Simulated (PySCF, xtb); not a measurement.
CH5BiO3, SMILES C[O][Bi]([OH])[OH].

GFN2-xTB run with xtb 6.7.1 at its own geometry gives an orbital gap of 6.48 eV and a dipole moment of 1.44 D.

The structure is a stationary point at PBE0-D3(BJ)/def2-SVP. The structure was generated by enumeration; whether it is a known compound was not checked. The def2 effective core potentials stand for the cores of Bi; spin–orbit coupling is left out. Other conformers were not sampled.

Q: What does M06-2X/def2-TZVP (PySCF) give? (An estimate is asked for; the answer gives what the named calculation found.)

A: gap 8.96 eV (levels -9.23 and -0.27 eV), dipole 1.57 D.
